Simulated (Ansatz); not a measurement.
# Bend profile

AlS2F (SMILES [F][Al]1[S][S]1), closed shell, at its PBE0-D4/def2-TZVP minimum:

F1  (-1.063, -0.234, 1.823)
Al2  (-0.248, -0.054, 0.425)
S3  (-0.122, 0.860, -1.486)
S4  (1.433, -0.572, -0.762)
(Å)

The angle F1–Al2–S4 (148.2° at the minimum) is set to the values below, F1, with anything bonded beyond it, turning rigidly in the plane of the angle. Each method's energies count from its own value at the PBE0-D4 minimum structure. Program: Ansatz 0.2.0. Basis: def2-TZVPP. Cores are frozen in the correlated methods. B3LYP uses VWN-RPA correlation.

| angle (°) | CCSD(T) (kcal/mol) | PBE0-D4 (kcal/mol) | B3LYP-D4 (kcal/mol) | r2SCAN-D4 (kcal/mol) | wB97M-V (kcal/mol) |
| --- | --- | --- | --- | --- | --- |
| 124.2 | 5.66 | 5.43 | 5.44 | 5.38 | 5.45 |
| 130.2 | 3.14 | 3.02 | 3.02 | 2.99 | 3.03 |
| 136.2 | ? | 1.33 | 1.33 | 1.32 | 1.34 |
| 142.2 | 0.35 | 0.33 | 0.33 | 0.33 | 0.33 |
| 148.2 | 0.00 | 0.00 | 0.00 | 0.00 | 0.00 |
| 154.2 | 0.34 | 0.33 | 0.33 | 0.32 | 0.33 |
| 160.2 | ? | 1.32 | 1.33 | 1.31 | 1.33 |
| 166.2 | 3.13 | 3.01 | 3.01 | 2.98 | 3.02 |
| 172.2 | ? | 5.42 | 5.42 | 5.37 | 5.44 |

**Question.** Fill in the withheld CCSD(T) values. (Judge from chemistry; the value comes from the calculation.)

**Answer.** The calculation gives: 1.39 kcal/mol at 136.2°; 1.38 kcal/mol at 160.2°; 5.64 kcal/mol at 172.2°. These count from the CCSD(T) energy at the PBE0-D4 minimum.

Largest difference from the CCSD(T) curve over the scan: PBE-D4 0.47; HF 0.51; MP2 0.03 kcal/mol. Each curve counts from its own value at the minimum.

The T1 diagnostic stays at or below 0.015.

For scale, one of the runs: CCSD(T)/def2-TZVPP, 157 basis functions, launched by `ansatz run in.yaml --threads 2 --pin off --events-out ev --progress --plain --max-ram 4352MiB`. Hardware: 2 CPU threads of an Arm Neoverse V2, shared host. Wall time 21 s; peak host memory 0.98 GiB.
